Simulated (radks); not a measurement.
Values are calculated unless marked as measured or tabulated.
Species: Ti. Configuration: [Ar] 3d2 4s1.5 4p0.5 (fractional occupations, a model configuration).

Level of theory: scalar-relativistic Kohn-Sham, BLYP, spin-polarised, spherical densities, finite nucleus; open shells are filled with parallel spins first; Fermi nuclear charge, rms radius 3.5921 fm (a radial shooting solver on a logarithmic mesh with Libxc functionals).

Energy parts (Ry):
total: -1707.62003
kinetic: 1722.11527
electron-nucleus: -4058.58181
Hartree: 713.28264
exchange-correlation: -84.43614

Orbitals (lengths in bohr, moments of r in powers of bohr):
\begin{tabular}{lrrrr}
orbital & occ. & eigenvalue (Ry) & <r^2> & <r^4> \\ \hline
1s up & 1 & -358.0230 & 0.006512 & 0.0001092 \\
1s down & 1 & -358.0217 & 0.006512 & 0.0001092 \\
2s up & 1 & -39.50220 & 0.1251 & 0.02758 \\
2s down & 1 & -39.46237 & 0.1249 & 0.02747 \\
2p up & 3 & -32.70202 & 0.1038 & 0.02224 \\
2p down & 3 & -32.67045 & 0.1036 & 0.02213 \\
3s up & 1 & -4.67330 & 1.170 & 2.230 \\
3s down & 1 & -4.54284 & 1.173 & 2.247 \\
3p up & 3 & -2.93059 & 1.391 & 3.420 \\
3p down & 3 & -2.80290 & 1.399 & 3.477 \\
3d up & 2 & -0.38806 & 3.331 & 31.58 \\
4s up & 1 & -0.37028 & 13.34 & 296.3 \\
4s down & 0.5 & -0.30892 & 14.62 & 366.9 \\
3d down & 0 & -0.27603 & 3.752 & 43.90 \\
4p up & 0.5 & -0.13370 & 25.65 & 1208 \\
4p down & 0 & -0.09478 & 32.15 & 1986 \\
\end{tabular}

The highest occupied level is 4p up at -1.819 eV. The configuration is held as typed, so some empty levels lie below it. Spin moment in Bohr magnetons: 3. The electron density at the nucleus is 8547 e/bohr^3 (large components only). The spin density at the nucleus is 1.735 e/bohr^3 (1s 0.009, 2s -0.475, 3s 0.131, 4s 2.070). Summed over all electrons, <r^2> = 51.74 bohr^2, which gives a Langevin (diamagnetic) susceptibility term of -41 x 10^-6 cm^3/mol. The density falls to 0.001 e/bohr^3 at r = 4.89 bohr.
